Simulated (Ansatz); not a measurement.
C2H5FGe (SMILES C=[CH][GeH2][F]), singlet, at a GFN2-xTB geometry; PBE/pcseg-1 (Ansatz, a first-principles code).

Ansatz was given this input:
Ansatz 0.2 input:
```yaml
crystal:
  periodic: [false, false, false]
  atoms:
    - {symbol: Ge, position_ang: [-0.57684507, 0.06852166, -0.31152030]}
    - {symbol: F, position_ang: [-0.78991157, -0.65021734, 1.26829398]}
    - {symbol: C, position_ang: [1.34169038, 0.37648315, -0.49607128]}
    - {symbol: C, position_ang: [2.21623695, 0.06557564, 0.44780050]}
    - {symbol: H, position_ang: [-1.18217105, -0.96857669, -1.22055214]}
    - {symbol: H, position_ang: [-1.44969771, 1.29303597, -0.22770871]}
    - {symbol: H, position_ang: [1.67966549, 0.82279691, -1.42166684]}
    - {symbol: H, position_ang: [3.27605339, 0.23981110, 0.33647986]}
    - {symbol: H, position_ang: [1.89683213, -0.38015699, 1.37707617]}
basis:
  gaussian:
    orbitals: pcseg-1.json
hamiltonian:
  xc: pbe
```
The basis file holds pcseg-1 in the JSON format of the Basis Set Exchange.

The log (banner, timings and long lists left out):

```
Functional definition: PBE
1083 factors; their error is unknown
mean field evaluation 1: about -61360.1158 eV, gradient 6.2e1 eV
mean field evaluation 2: about -61338.9696 eV, gradient 1.1e2 eV
mean field evaluation 4: about -61369.0046 eV, gradient 1.2e1 eV
mean field evaluation 8: about -61369.3019 eV, gradient 8.1e-2 eV
mean field evaluation 16: about -61369.2344 eV, gradient 1.9e-5 eV
mean field -61369.23439035 eV, -2255.2777662842 hartree, gradient 1.9e-5 eV, S^2 0.000000; 0 other end points of the search recorded, 0 dependent functions left out
reference -61369.23442578 eV, -2255.2777675863 hartree; 29, 29 occupied and 65, 65 virtual orbitals, 1083 factors
Total energy: -61369.23442578 eV, -2255.2777675863 hartree
```
